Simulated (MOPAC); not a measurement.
MOPAC input (PM6):

```
PM6 FORCE THERMO(298,298) PRECISE LET UHF MS=0.5 GEO-OK AUX(PRECISION=9) THREADS=1
H4AsSi

Si   -1.49965762 1    0.13068028 1    0.34162047 1
As    0.78094421 1   -0.09413981 1   -0.20693018 1
H    -2.35628862 1   -0.74697807 1   -0.52299662 1
H    -2.00171872 1    1.53413880 1    0.15958655 1
H    -1.79180201 1   -0.25144779 1    1.76412784 1
H     1.32172542 1    0.88935450 1    0.81678622 1
```

From the output:

```
     H    6   0.233852   3.041855   0.058901   0.024647   0.024648   3.109274

          HEAT OF FORMATION =      25.908887 KCALS/MOLE

          ZERO POINT ENERGY      18.935 KCAL/MOL

           NORMAL COORDINATE ANALYSIS (Total motion = 1 Angstrom)

   Root No.       1         2         3         4         5         6         7         8

                 1 A"      1 A'      2 A'      2 A"      3 A'      4 A'      3 A"      5 A'

                  79.5     370.8     436.1     474.3     670.9     883.8     897.2     901.8

           1    0.0000    0.2365   -0.0089   -0.0000   -0.0021   -0.0138    0.0000   -0.0257
           2   -0.0000   -0.0055   -0.0148    0.0000    0.0279   -0.0201    0.0000    0.0068
           3    0.0048   -0.0000   -0.0000   -0.0312    0.0000   -0.0000   -0.0194    0.0000
           4   -0.0000   -0.0975   -0.0010    0.0000   -0.0049   -0.0005    0.0000   -0.0009
           5    0.0000    0.0007    0.0007   -0.0000   -0.0080   -0.0001   -0.0000    0.0004
           6   -0.0076    0.0000   -0.0000    0.0052   -0.0000    0.0000   -0.0000   -0.0000
           7    0.0000    0.2836    0.2741    0.0000   -0.2351   -0.0294   -0.0000    0.3378
           8   -0.0000    0.0164    0.1010   -0.0000   -0.0672   -0.0222   -0.0000    0.1396
           9    0.1590    0.0000    0.0000    0.1605   -0.0000   -0.0000    0.4391    0.0000
          10   -0.0423    0.1704   -0.1421    0.3447    0.1283    0.2253   -0.1324    0.2322
          11   -0.1442    0.0340    0.1042   -0.0216   -0.0881    0.2956    0.2271   -0.1774
          12   -0.0993   -0.0064    0.0011    0.1304   -0.0001    0.2853    0.0540    0.0125
          13    0.0423    0.1704   -0.1421   -0.3447    0.1283    0.2253    0.1324    0.2322
          14    0.1442    0.0340    0.1042    0.0216   -0.0881    0.2956   -0.2271   -0.1774
          15   -0.0993    0.0064   -0.0011    0.1304    0.0001   -0.2853    0.0540   -0.0125
          16    0.0000    0.0309    0.3329    0.0000    0.4028    0.0012    0.0000   -0.0218
          17   -0.0000    0.0143    0.0520   -0.0000    0.0568   -0.0000    0.0000   -0.0032
          18    0.4684    0.0000    0.0000    0.0648    0.0000    0.0000   -0.0048    0.0000

   Root No.       9        10        11        12

                 6 A'      4 A"      7 A'      8 A'

                2051.1    2087.9    2091.4    2300.7

           1    0.0125   -0.0000    0.0005    0.0005
           2    0.0011    0.0000   -0.0240   -0.0008
           3    0.0000   -0.0267   -0.0000   -0.0000
           4    0.0001    0.0000   -0.0000    0.0018
           5    0.0000   -0.0000   -0.0001   -0.0128
           6   -0.0000   -0.0001    0.0000   -0.0000
           7   -0.1028    0.0000   -0.1926    0.0022
           8    0.2823   -0.0000    0.4830    0.0001
           9    0.0000   -0.0100    0.0000   -0.0000
          10   -0.1259   -0.1897    0.0895    0.0009
          11   -0.1569   -0.2234    0.0968    0.0009
          12    0.2772    0.3816   -0.1853   -0.0016
          13   -0.1259    0.1897    0.0895    0.0009
          14   -0.1569    0.2234    0.0968    0.0009
          15   -0.2772    0.3816    0.1853    0.0016
          16   -0.0016   -0.0000   -0.0001   -0.1511
          17    0.0012   -0.0000   -0.0012    0.9683
          18    0.0000    0.0008    0.0000    0.0000

           MASS-WEIGHTED COORDINATE ANALYSIS (NORMAL COORDINATES)

   Root No.       1         2         3         4         5         6         7         8

                 1 A"      1 A'      2 A'      2 A"      3 A'      4 A'      3 A"      5 A'

                  79.5     370.8     436.1     474.3     670.9     883.8     897.2     901.8

           1    0.0000    0.8045   -0.0905   -0.0000   -0.0205   -0.1081    0.0000   -0.2382
           2   -0.0000   -0.0187   -0.1504    0.0000    0.2683   -0.1568    0.0000    0.0632
           3    0.0449   -0.0000   -0.0000   -0.2860    0.0000   -0.0000   -0.1735    0.0000
           4   -0.0000   -0.5416   -0.0167    0.0000   -0.0770   -0.0063    0.0000   -0.0130
           5    0.0000    0.0041    0.0113   -0.0000   -0.1249   -0.0016   -0.0000    0.0057
           6   -0.1162    0.0000   -0.0000    0.0772   -0.0000    0.0000   -0.0005   -0.0000
           7    0.0000    0.1827    0.5281    0.0000   -0.4278   -0.0435   -0.0000    0.5926
           8   -0.0000    0.0106    0.1946   -0.0000   -0.1222   -0.0328   -0.0000    0.2449
           9    0.2835    0.0000    0.0000    0.2786   -0.0000   -0.0000    0.7451    0.0000
          10   -0.0754    0.1098   -0.2738    0.5986    0.2334    0.3333   -0.2246    0.4074
          11   -0.2571    0.0219    0.2008   -0.0375   -0.1603    0.4372    0.3854   -0.3111
          12   -0.1771   -0.0041    0.0021    0.2265   -0.0001    0.4220    0.0916    0.0219
          13    0.0754    0.1098   -0.2738   -0.5986    0.2334    0.3333    0.2246    0.4074
          14    0.2571    0.0219    0.2008    0.0375   -0.1603    0.4372   -0.3854   -0.3111
          15   -0.1771    0.0041   -0.0021    0.2265    0.0001   -0.4220    0.0916   -0.0219
          16    0.0000    0.0199    0.6415    0.0000    0.7329    0.0017    0.0000   -0.0382
          17   -0.0000    0.0092    0.1002   -0.0000    0.1034   -0.0001    0.0000   -0.0057
          18    0.8353    0.0000    0.0000    0.1125    0.0000    0.0000   -0.0081    0.0000

   Root No.       9        10        11        12

                 6 A'      4 A"      7 A'      8 A'

                2051.1    2087.9    2091.4    2300.7

           1    0.1153   -0.0000    0.0045    0.0027
           2    0.0099    0.0000   -0.2030   -0.0041
           3    0.0000   -0.2028   -0.0000   -0.0000
           4    0.0014    0.0000   -0.0002    0.0156
           5    0.0001   -0.0000   -0.0011   -0.1116
           6   -0.0000   -0.0017    0.0000   -0.0000
           7   -0.1792    0.0000   -0.3085    0.0022
           8    0.4920   -0.0000    0.7735    0.0001
           9    0.0000   -0.0143    0.0000   -0.0000
          10   -0.2194   -0.2730    0.1433    0.0009
          11   -0.2734   -0.3214    0.1550    0.0009
          12    0.4830    0.5491   -0.2968   -0.0016
          13   -0.2194    0.2730    0.1433    0.0009
          14   -0.2734    0.3214    0.1550    0.0009
          15   -0.4830    0.5491    0.2968    0.0016
          16   -0.0028   -0.0000   -0.0001   -0.1532
          17    0.0021   -0.0000   -0.0019    0.9817
          18    0.0000    0.0012    0.0000    0.0000

          DESCRIPTION OF VIBRATIONS

 VIBRATION          1    1A"         ATOM PAIR     ENERGY CONTRIBUTION    RADIAL
 FREQUENCY            79.54         Si1 -- H 4         +35.3% (276.3%)      0.8%
 TRANSITION DIPOLE   0.2207         Si1 -- H 5         +35.3% (276.3%)      0.8%
 TRAVEL (Ang.)       0.0000         Si1 -- H 3         +25.6% (235.6%)      0.0%
 REDUCED MASS        0.5325         As2 -- H 6          +3.5% ( 86.6%)      0.0%
 EFFECTIVE MASS      2.8356
 FORCE CONSTANT      0.0020

 VIBRATION          2    1A'         ATOM PAIR     ENERGY CONTRIBUTION    RADIAL
 FREQUENCY           370.78         Si1 -- As2         +36.2% (118.1%)    100.0%
 TRANSITION DIPOLE   0.4313         Si1 -- H 4         +20.6% ( 89.1%)     12.4%
 TRAVEL (Ang.)       0.0999         Si1 -- H 5         +20.6% ( 89.1%)     12.4%
 REDUCED MASS       18.2250         Si1 -- H 3         +20.0% ( 87.7%)     16.5%
 EFFECTIVE MASS     45.6377
 FORCE CONSTANT      1.4762

 VIBRATION          3    2A'         ATOM PAIR     ENERGY CONTRIBUTION    RADIAL
 FREQUENCY           436.12         Si1 -- H 3         +39.7% ( 96.0%)      1.9%
 TRANSITION DIPOLE   0.2969         As2 -- H 6         +31.3% ( 85.3%)      0.0%
 TRAVEL (Ang.)       0.6808         Si1 -- H 5         +13.7% ( 56.3%)      4.9%
 REDUCED MASS        0.3336         Si1 -- H 4         +13.7% ( 56.3%)      4.9%
 EFFECTIVE MASS      1.9453
 FORCE CONSTANT      0.0374

 VIBRATION          4    2A"         ATOM PAIR     ENERGY CONTRIBUTION    RADIAL
 FREQUENCY           474.34         Si1 -- H 4         +40.7% ( 93.5%)      6.3%
 TRANSITION DIPOLE   0.4556         Si1 -- H 5         +40.7% ( 93.5%)      6.3%
 TRAVEL (Ang.)       0.5143         Si1 -- H 3         +14.8% ( 56.5%)      0.0%
 REDUCED MASS        0.5374         Si1 -- As2          +3.8% ( 28.5%)      0.0%
 EFFECTIVE MASS      3.3166
 FORCE CONSTANT      0.0712

 VIBRATION          5    3A'         ATOM PAIR     ENERGY CONTRIBUTION    RADIAL
 FREQUENCY           670.92         As2 -- H 6         +43.0% ( 65.1%)      2.2%
 TRANSITION DIPOLE   0.2926         Si1 -- H 3         +24.4% ( 49.1%)     14.7%
 TRAVEL (Ang.)       0.4327         Si1 -- H 5         +14.1% ( 37.3%)      3.9%
 REDUCED MASS        0.5369         Si1 -- H 4         +14.1% ( 37.3%)      3.9%
 EFFECTIVE MASS      2.9091
```
